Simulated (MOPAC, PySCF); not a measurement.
C2H4OSe, SMILES `CC(=O)[SeH]` (O–C–Se–H torsion 0°), neutral singlet in the gas phase. 

Cartesian coordinates (Å):
SMILES: CC(=O)[SeH]
```xyz
8

C     -1.0898    -0.0993    -0.0801
C      0.3183     0.2237     0.3527
O      0.6202     0.8304     1.3480
Se     1.6699    -0.4728    -0.9247
H     -1.2135    -1.1876    -0.1757
H     -1.7983     0.2949     0.6580
H     -1.2895     0.3448    -1.0659
H      2.7826     0.0660    -0.1122
```
Charge 0, spin multiplicity 1.

All levels are single points at this geometry (PBE-D3(BJ)/def2-TZVP); Pople sets use spherical d functions. Orbital energies aren't observables, and empty levels follow the basis.

PM3 in MOPAC gives HOMO (eV) = -9.83.

### Question
Estimate the HOMO (eV) from each of these levels: PBE-D3(BJ)/def2-TZVP in PySCF; BP86/6-31G* in PySCF; SVWN5/6-31G* in PySCF; AM1 in MOPAC; PM6 in MOPAC.

### Answer

```
level                          HOMO (eV)
-----------------------------  ---------
PBE-D3(BJ)/def2-TZVP in PySCF      -6.15
BP86/6-31G* in PySCF               -6.05
SVWN5/6-31G* in PySCF              -6.07
AM1 in MOPAC                       -8.22
PM6 in MOPAC                       -9.21
```
